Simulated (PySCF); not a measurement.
## Basis-set dependence of population analyses: `C=CC[SiH2]N`

Species: C3H9NSi.
Atom-mapped SMILES: `[CH2:1]=[CH:2][CH2:3][SiH2:4][NH2:5]` (hydrogens: H6, H7 on C1; H8 on C2; H9, H10 on C3; H11, H12 on Si4; H13, H14 on N5)

Structure used (PBE0-D3(BJ)/def2-SVP), in Å, numbered top down from 1:
```xyz
14
C3H9NSi angstrom
C      2.060   -0.025    1.056
C      1.194    0.547    0.213
C      0.547   -0.111   -0.960
Si    -1.218   -0.637   -0.531
N     -2.044    0.706    0.196
H      2.403   -1.055    0.913
H      2.460    0.518    1.915
H      0.883    1.582    0.406
H      1.107   -1.006   -1.279
H      0.493    0.581   -1.817
H     -1.113   -1.867    0.326
H     -1.993   -0.999   -1.759
H     -3.058    0.714    0.171
H     -1.718    1.040    1.097
```

PBE0 throughout (PySCF), one geometry, spherical d and f functions. Geometry: PBE0-D3(BJ)/def2-SVP, one conformer, isolated molecule. The first 7 of 11 kinds of atom are listed.

Mulliken charges (e):

| basis | functions | C1 | C2 | C3 | Si4 | N5 | H6 | H7 |
| --- | --- | --- | --- | --- | --- | --- | --- | --- |
| STO-3G | 38 | -0.186 | -0.086 | -0.313 | +0.728 | -0.589 | +0.072 | +0.075 |
| 6-31G | 67 | -0.353 | -0.089 | -0.690 | +0.860 | -1.001 | +0.153 | +0.154 |
| pcSseg-0 | 67 | -0.404 | -0.252 | -1.008 | +1.046 | -1.058 | +0.212 | +0.215 |
| 6-31G* | 92 | -0.391 | -0.105 | -0.596 | +0.621 | -0.928 | +0.164 | +0.166 |
| cc-pVDZ | 119 | -0.035 | -0.153 | -0.150 | +0.387 | -0.315 | +0.033 | +0.040 |
| def2-SVP | 119 | -0.080 | -0.144 | -0.240 | +0.531 | -0.420 | +0.042 | +0.049 |
| 6-311+G(2d,p) | 197 | -0.369 | +0.105 | -0.682 | +0.794 | -0.838 | +0.112 | +0.118 |
| aug-cc-pVDZ | 200 | +0.378 | +1.103 | +0.265 | +0.180 | -0.342 | -0.433 | -0.403 |
| def2-TZVP | 215 | -0.284 | -0.170 | -0.258 | +0.345 | -0.640 | +0.119 | +0.126 |
| IGLO-III | 274 | -0.232 | -0.146 | -0.417 | +0.916 | -0.731 | +0.087 | +0.104 |
| cc-pVTZ | 280 | -0.287 | -0.144 | -0.227 | +0.300 | -0.360 | +0.110 | +0.119 |
| pcSseg-2 | 313 | -0.107 | -0.163 | -0.197 | +0.734 | -0.566 | +0.046 | +0.060 |

IAO charges (e):

```csv
basis,functions,C1,C2,C3,Si4,N5,H6,H7
STO-3G,38,-0.285,-0.140,-0.508,+0.850,-0.696,+0.125,+0.130
6-31G,67,-0.339,-0.127,-0.538,+0.760,-0.813,+0.143,+0.150
pcSseg-0,67,-0.322,-0.131,-0.553,+0.778,-0.786,+0.138,+0.145
6-31G*,92,-0.329,-0.123,-0.547,+0.884,-0.832,+0.138,+0.144
cc-pVDZ,119,-0.334,-0.123,-0.546,+0.878,-0.826,+0.139,+0.146
def2-SVP,119,-0.324,-0.121,-0.545,+0.895,-0.819,+0.135,+0.141
"6-311+G(2d,p)",197,-0.348,-0.127,-0.563,+0.917,-0.870,+0.144,+0.151
aug-cc-pVDZ,200,-0.348,-0.127,-0.552,+0.883,-0.859,+0.144,+0.152
def2-TZVP,215,-0.348,-0.126,-0.566,+0.928,-0.868,+0.144,+0.151
IGLO-III,274,-0.349,-0.127,-0.566,+0.926,-0.872,+0.145,+0.152
cc-pVTZ,280,-0.347,-0.126,-0.564,+0.914,-0.862,+0.144,+0.151
pcSseg-2,313,-0.348,-0.127,-0.566,+0.927,-0.870,+0.144,+0.151
```

Hirshfeld charges (e):

```tsv
basis	functions	C1	C2	C3	Si4	N5	H6	H7
STO-3G	38	-0.085	-0.031	-0.088	+0.442	-0.320	+0.021	+0.022
6-31G	67	-0.116	-0.033	-0.141	+0.344	-0.327	+0.041	+0.042
pcSseg-0	67	-0.112	-0.033	-0.141	+0.376	-0.323	+0.038	+0.041
6-31G*	92	-0.115	-0.034	-0.143	+0.325	-0.313	+0.041	+0.042
cc-pVDZ	119	-0.115	-0.035	-0.151	+0.352	-0.309	+0.040	+0.041
def2-SVP	119	-0.116	-0.035	-0.153	+0.360	-0.312	+0.040	+0.042
6-311+G(2d,p)	197	-0.117	-0.046	-0.163	+0.365	-0.319	+0.044	+0.043
aug-cc-pVDZ	200	-0.119	-0.045	-0.168	+0.368	-0.323	+0.045	+0.044
def2-TZVP	215	-0.119	-0.042	-0.163	+0.359	-0.320	+0.044	+0.043
IGLO-III	274	-0.121	-0.044	-0.164	+0.361	-0.320	+0.044	+0.044
cc-pVTZ	280	-0.119	-0.040	-0.161	+0.359	-0.320	+0.043	+0.043
pcSseg-2	313	-0.119	-0.043	-0.167	+0.368	-0.324	+0.044	+0.044
```

Which scheme is steadiest as the basis changes?

Largest range over the bases for any column: Hirshfeld 0.12 e, IAO 0.18 e, Mulliken 1.36 e. Hirshfeld charges move least and Mulliken charges most, counted in e. Without the minimal STO-3G basis the ranges are Hirshfeld 0.05, IAO 0.17, Mulliken 1.36 e.

How much do the charges still move between the two largest bases, cc-pVTZ and pcSseg-2?

At most, over all atoms: Mulliken 0.434 e, IAO 0.013 e, Hirshfeld 0.009 e.

What do the same runs give for the total energy, the frontier levels and the dipole moment?

| basis | energy (Eh) | HOMO (eV) | LUMO (eV) | μ (D) |
| --- | --- | --- | --- | --- |
| STO-3G | -458.1472 | -3.63 | 3.87 | 1.11 |
| 6-31G | -463.5389 | -6.62 | 0.56 | 1.00 |
| pcSseg-0 | -462.9016 | -6.79 | 0.36 | 1.16 |
| 6-31G* | -463.6155 | -6.65 | 0.57 | 1.01 |
| cc-pVDZ | -463.6464 | -6.76 | 0.37 | 1.01 |
| def2-SVP | -463.4271 | -6.82 | 0.33 | 1.04 |
| 6-311+G(2d,p) | -463.7100 | -6.96 | -0.20 | 0.82 |
| aug-cc-pVDZ | -463.6640 | -6.94 | -0.30 | 0.77 |
| def2-TZVP | -463.7246 | -6.93 | 0.05 | 0.90 |
| IGLO-III | -463.7316 | -6.95 | -0.03 | 0.83 |
| cc-pVTZ | -463.7225 | -6.90 | 0.12 | 0.91 |
| pcSseg-2 | -463.7342 | -6.97 | -0.07 | 0.84 |

The dipole is fixed by the density alone, so its range of 0.39 D shows that the density itself changes with the basis, not only its division among atoms.
